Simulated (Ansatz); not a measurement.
A rate constant, worked out

An elementary step of SiHBrF2, singlet (SiHBrF₂ ([F][SiH]([F])[Br]) → SiF₂ + HBr; Si–Br, Si–H broken or loosened, Br–H formed or tightened). The start structure is the reactant molecule, and the electronic barrier above it is 3.146 eV by CCSD(T) at an estimated basis limit (MP2 extrapolated from triple and quadruple zeta, plus CCSD(T) − MP2 in triple zeta). Program: Ansatz 0.2.0. Basis: def2-TZVPP and def2-QZVPP. Cores are frozen in the correlated methods. Filled d shells of the heavier atoms are correlated. The def2 sets are not built for correlating such inner shells, so the correlated values are less sure here. Extrapolation: Hartree–Fock as exp(−7.88 √X), correlation as X^−2.97. Harmonic wavenumbers at PBE0-D4/def2-TZVP (Ansatz 0.2.0), in cm⁻¹:

Start: 199, 237, 348, 468, 821, 821, 895, 981, 2331.

Saddle: 792i, 120, 130, 323, 482, 612, 889, 952, 1547.

Q: Work out the transition-state-theory rate constant at 700 K from these numbers alone (harmonic vibrations; rotation, path degeneracy and anharmonicity left out), and the Wigner tunnelling factor. Use 1 cm⁻¹ = 1.2398 × 10⁻⁴ eV and k_B = 8.617 × 10⁻⁵ eV/K.

A: Zero-point energies, half the sums: start 7101/2 cm⁻¹ = 0.4402 eV; saddle, real modes only, 5055/2 cm⁻¹ = 0.3134 eV.
Barrier with zero-point energy: 3.146 + 0.3134 − 0.4402 = 3.0192 eV.
k_BT = 0.06032 eV, so the barrier is 50.05 k_BT.
Vibrational partition functions from the zero-point level, ln q = −Σ ln(1 − exp(−hν/k_BT)): start 3.931, saddle 4.863.
k = (k_BT/h) exp(ln q‡ − ln q) exp(−E0/k_BT), with log₁₀(k_BT/h in s⁻¹) = 13.16: log₁₀ k = 13.16 + (0.932 − 50.05)/2.3026 = -8.17, so k ≈ 7 × 10^(-9) s⁻¹.
Wigner factor: 1 + (hν‡/k_BT)²/24 = 1 + (1.63)²/24 = 1.11. A change of 1 kcal/mol (0.043 eV) in the barrier would change k by a factor of 2.1 at this temperature.

The T1 diagnostic stays at or below 0.013. The restricted Hartree–Fock reference is unstable towards an unrestricted one at one or more of these structures.

Losses and insertions of silylenes and their heavier kin drive the gas-phase chemistry of silicon and germanium vapour deposition.

Labels in which every atom is bracketed show which atoms are joined, not bond orders.

For scale, one of the runs: CCSD(T)/def2-TZVPP, 166 basis functions, launched by `ansatz run in.yaml --threads 4 --pin off --events-out ev --progress --plain --max-ram 9574MiB`. Hardware: 4 CPU threads of an Arm Neoverse V1, shared host. Wall time 39 s; peak host memory 1.4 GiB.
